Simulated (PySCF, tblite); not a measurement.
Isomers of C6H9FN (doublet state), one GFN2-xTB conformer each. Single-point energies are computed at B3LYP/pcH-1 (PySCF, gas phase, no added dispersion term), electronic only. GFN2-xTB treats the open shell by occupation alone, and not every SCF solution was tested for stability.

**Question.** Rank them by B3LYP/pcH-1 energy, lowest first (kcal/mol).
A. `[CH3:1][C@@:2]1([NH:3])[C@H:4]([F:5])[C:6]12[CH2:7][CH2:8]2` (doublet state) with C1–C2–N3–H 3°
B. `[NH2:1][CH:2][C@@H:3]1[C@@H:4]([F:5])[C:6]12[CH2:7][CH2:8]2` (doublet state) with H–N1–C2–C3 -29° and -160°, N1–C2–C3–C4 -120°
C. `[CH2:1]=[C:2]1[CH2:3][C@@H:4]([NH:5])[C@@:6]1([CH3:7])[F:8]` (doublet state) with C3–C4–N5–H 31°, C1–C2–C3–C4 -171°, C2–C3–C4–N5 -127°, C3–C4–C6–C7 129°, C1–C2–C6–C4 171°

**Answer.** C (0.0), B (10.0), A (15.1).

As drawn, the lowest has a four-membered ring, which the highest lacks; the highest has a three-membered ring and a quaternary carbon, which the lowest lacks. GFN2-xTB itself gives, in the same order: 0.0, 0.9, 3.4. Both levels put the same isomer lowest; measured from each level's own lowest isomer, the values differ by up to 11.7 kcal/mol (C[C@@]1([NH])[C@H](F)C12CC2: 3.4 against 15.1).

**Question.** What happens when harmonic zero-point energies from GFN2-xTB frequencies are added?

**Answer.** 
```json
{"SMILES": "C=C1C[C@@H]([NH])[C@@]1(C)F", "ZPE (kcal/mol)": "84.2", "electronic (kcal/mol)": "0.0", "with ZPE (kcal/mol)": "0.0"}
{"SMILES": "N[CH][C@@H]1[C@@H](F)C12CC2", "ZPE (kcal/mol)": "85.1", "electronic (kcal/mol)": "10.0", "with ZPE (kcal/mol)": "10.9"}
{"SMILES": "C[C@@]1([NH])[C@H](F)C12CC2", "ZPE (kcal/mol)": "84.8", "electronic (kcal/mol)": "15.1", "with ZPE (kcal/mol)": "15.7"}
```

The zero-point energies span 0.9 kcal/mol. The order is unchanged.
